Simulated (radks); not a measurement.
All-electron atom: V XIV in [Ne] (the NIST ground configuration).

Method: Dirac Kohn-Sham, PBE, spin-unpolarised, spherical densities, finite nucleus; Fermi nuclear charge, rms radius 3.6002 fm; computed with a radial shooting solver on a logarithmic mesh with Libxc functionals.

Energy parts (hartree):
total: -877.35945
kinetic: 887.59608
electron-nucleus: -1935.78346
Hartree: 206.18733
exchange-correlation: -35.35940

Orbitals (lengths in bohr, moments of r in powers of bohr; r(max) is where P^2 peaks):
orbital  occ.  eigenvalue (hartree)   r(max)       <r^4>
1s1/2       2             -210.9840  0.04348  0.00009031
2s1/2       2             -35.08917   0.2537     0.02028
2p1/2       2             -31.74217   0.2043     0.01526
2p3/2       4             -31.47091   0.2065     0.01576
3s1/2       0             -12.83346   0.7274      0.6916
3p1/2       0             -11.84176   0.7139      0.7026
3p3/2       0             -11.78389   0.7180      0.7162
3d3/2       0             -10.42530   0.6078      0.5757
3d5/2       0             -10.41562   0.6088      0.5783

The highest occupied level is 2p3/2 at -856.37 eV. The density falls to 0.001 e/bohr^3 at r = 1.01 bohr. The electron density at the nucleus is 9804 e/bohr^3.
